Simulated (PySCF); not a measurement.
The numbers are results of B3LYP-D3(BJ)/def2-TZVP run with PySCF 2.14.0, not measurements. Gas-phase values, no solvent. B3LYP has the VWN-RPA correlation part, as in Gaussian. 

Reference species (SMILES): `Br[B]Br` (neutral, multiplicity 2).

```yaml
dipole_moment: 0.40 D
```

Changed species: `Br[BH]` (radical fragment; the reference has radical fragment).

Question: Predict the effect on the dipole moment.

Answer: the dipole moment goes up by 0.09 D, to 0.49 D.
